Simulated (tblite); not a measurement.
Parent: `[F:1][C@H:2]1[CH2:3][SiH2:4][CH:5]=[CH:6][SiH2:7]1` with F1–C2–C3–Si4 -175°, C2–C3–Si4–C5 -46°, C3–Si4–C5–C6 14°, C5–C6–Si7–C2 14°, C4H9FSi2.

Computed geometry: GFN2-xTB, gas phase. One conformer each, not checked by frequencies here.

```json
{"coordinate of the parent": "F1–C2", "value": "1.400 Å"}
{"coordinate of the parent": "C2–C3", "value": "1.518 Å"}
{"coordinate of the parent": "C3–Si4", "value": "1.899 Å"}
{"coordinate of the parent": "Si4–C5", "value": "1.885 Å"}
{"coordinate of the parent": "C5=C6", "value": "1.334 Å"}
{"coordinate of the parent": "C6–Si7", "value": "1.883 Å"}
{"coordinate of the parent": "C2–Si7", "value": "1.919 Å"}
{"coordinate of the parent": "F1–C2–C3", "value": "109.2°"}
{"coordinate of the parent": "F1–C2–Si7", "value": "108.2°"}
{"coordinate of the parent": "C3–C2–Si7", "value": "113.3°"}
{"coordinate of the parent": "C2–C3–Si4", "value": "111.4°"}
{"coordinate of the parent": "C3–Si4–C5", "value": "108.5°"}
{"coordinate of the parent": "Si4–C5–C6", "value": "125.1°"}
{"coordinate of the parent": "C5–C6–Si7", "value": "125.4°"}
{"coordinate of the parent": "C2–Si7–C6", "value": "106.9°"}
```

Question: How does the shared frame change in `[CH2:1]=[CH:2][C@@H:3]1[SiH2:4][CH:5]=[CH:6][SiH2:7][C@@H:8]1[F:9]` with C1–C2–C3–Si4 -105°, C2–C3–Si4–C5 -174°, C3–Si4–C5–C6 17°, C5–C6–Si7–C8 10°, C6–Si7–C8–F9 75°, C6H11FSi2? Atoms pair as F1 = F9, C2 = C8, C3 = C3, Si4 = Si4, C5 = C5, C6 = C6, Si7 = Si7 (parent first).

Answer: 
```json
{"parent": "F1–C2", "relative": "F9–C8", "value in the relative": "1.398 Å", "change": "-0.002"}
{"parent": "C2–C3", "relative": "C8–C3", "value in the relative": "1.525 Å", "change": "+0.007"}
{"parent": "C3–Si4", "relative": "C3–Si4", "value in the relative": "1.917 Å", "change": "+0.018"}
{"parent": "Si4–C5", "relative": "Si4–C5", "value in the relative": "1.885 Å", "change": "0.000"}
{"parent": "C5=C6", "relative": "C5=C6", "value in the relative": "1.334 Å", "change": "0.000"}
{"parent": "C6–Si7", "relative": "C6–Si7", "value in the relative": "1.881 Å", "change": "-0.002"}
{"parent": "C2–Si7", "relative": "C8–Si7", "value in the relative": "1.919 Å", "change": "0.000"}
{"parent": "F1–C2–C3", "relative": "F9–C8–C3", "value in the relative": "109.0°", "change": "-0.2"}
{"parent": "F1–C2–Si7", "relative": "F9–C8–Si7", "value in the relative": "107.8°", "change": "-0.4"}
{"parent": "C3–C2–Si7", "relative": "C3–C8–Si7", "value in the relative": "112.8°", "change": "-0.5"}
{"parent": "C2–C3–Si4", "relative": "C8–C3–Si4", "value in the relative": "109.7°", "change": "-1.7"}
{"parent": "C3–Si4–C5", "relative": "C3–Si4–C5", "value in the relative": "107.1°", "change": "-1.4"}
{"parent": "Si4–C5–C6", "relative": "Si4–C5–C6", "value in the relative": "125.4°", "change": "+0.3"}
{"parent": "C5–C6–Si7", "relative": "C5–C6–Si7", "value in the relative": "125.2°", "change": "-0.2"}
{"parent": "C2–Si7–C6", "relative": "C8–Si7–C6", "value in the relative": "107.4°", "change": "+0.5"}
```

Of the parent's bonds, C3–Si4 changes most (+0.018 Å). Bonds of the relative outside the shared frame: C1=C2 1.321, C2–C3 1.489 Å. Point group C1 → C1.
